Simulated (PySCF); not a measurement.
Ta(NH)(OH)2(NH2) (H5N2O2Ta), SMILES [NH]=[Ta]([OH])([NH2])[OH], multiplicity 1.

Coordinates come from a PBE0-D3(BJ)/def2-SVP optimisation. The multiplicity is an assumed one; no other spin state was optimised. The structure was generated by enumeration; whether it is a known compound was not checked. The def2 effective core potentials stand for the cores of Ta; spin–orbit coupling is left out. The values are those of a single conformer.

Method: PySCF with CAM-B3LYP/def2-TZVP.

Gas-phase values at a fixed geometry.

```
Quantity                                                                                                       Result
---------------------------------------------------------------------------------------------  ----------------------
total energy                                                                                       -320.14914 hartree
point group                                                                                                        Cs
highest occupied level                                                                                       -8.82 eV
lowest empty level                                                                                            0.81 eV
orbital gap                                                                                                   9.63 eV
dipole moment                                                                                                  0.67 D
quadrupole, principal values (traceless, Buckingham form, about the centre of nuclear charge)   -6.66, 2.61, 4.05 D·Å
mean static polarisability                                                                       59.5 bohr³ (8.82 Å³)
polarisability, principal values                                                               56.7, 58.2, 63.6 bohr³
```
